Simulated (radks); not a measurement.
Neutral iron, configuration [Ar] 3d3 4s1 4p4 (not the ground configuration). Method: Dirac Kohn-Sham, PBE, spin-unpolarised, spherical densities, finite nucleus; open shells are shared between the two j in proportion to 2j + 1; Fermi nuclear charge, rms radius 3.7377 fm; computed with a radial shooting solver on a logarithmic mesh with Libxc functionals.

Unscreened Slater integrals over Kohn-Sham orbitals (hartree). Large and small components are both included.

F0(4p3/2,4p3/2): 0.31352
F2(4p3/2,4p3/2): 0.16312
F0(4p3/2,4p1/2): 0.31513
G2(4p3/2,4p1/2): 0.16392
F0(4p3/2,4s1/2): 0.34368
G1(4p3/2,4s1/2): 0.22337
F0(4p3/2,3d5/2): 0.40882
F2(4p3/2,3d5/2): 0.086509
G1(4p3/2,3d5/2): 0.030039
G3(4p3/2,3d5/2): 0.027052
F0(4p1/2,4p1/2): 0.31676
F0(4p1/2,4s1/2): 0.34587
G1(4p1/2,4s1/2): 0.22629
F0(4p1/2,3d5/2): 0.41267
G3(4p1/2,3d5/2): 0.027793
F0(4s1/2,4s1/2): 0.38565
F0(4s1/2,3d5/2): 0.48903
G2(4s1/2,3d5/2): 0.048122
F0(3d5/2,3d5/2): 1.0159
F2(3d5/2,3d5/2): 0.48496
F4(3d5/2,3d5/2): 0.30486
